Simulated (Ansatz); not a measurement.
The same molecule with X = F, Cl, Br. Ansatz, PBE0-D4/def2-TZVP geometries, multiplicity 1. Each molecule was computed in one conformer, which needn't be the lowest.

Scalar relativity is left out up to krypton.

```csv
X,molecule,mean X–Si bond length / Å,LUMO energy (PBE/def2-TZVPP) / eV,HOMO energy (B3LYP/def2-TZVPP) / eV,size of the dipole moment (B3LYP/def2-TZVPP) / D
F,`F[SiH2][NH][AlH2]`,1.603,-1.91,-8.20,1.74
Br,`[AlH2][NH][SiH2]Br`,2.236,-1.97,-7.86,1.98
```

Question: Give the row for X = Cl, `[AlH2][NH][SiH2]Cl`. (Best estimate.)

Answer: Computed: 
```csv
X,molecule,mean X–Si bond length / Å,LUMO energy (PBE/def2-TZVPP) / eV,HOMO energy (B3LYP/def2-TZVPP) / eV,size of the dipole moment (B3LYP/def2-TZVPP) / D
Cl,`[AlH2][NH][SiH2]Cl`,2.066,-1.93,-8.03,1.83
```

From F to Br the mean X–Si bond length rises at each step, by 0.633 Å in all; the LUMO energy (PBE/def2-TZVPP) falls at each step, by 0.06 eV in all; the HOMO energy (B3LYP/def2-TZVPP) rises at each step, by 0.34 eV in all. Bonds lengthen as the atom grows down the group. Dipoles are sizes alone, and their direction can turn along the series.

B3LYP here is the variant with VWN-RPA as its local correlation; programs differ in this.

Spin–orbit coupling is left out; it splits and shifts lone-pair levels of the heavy atoms by tenths of an eV.
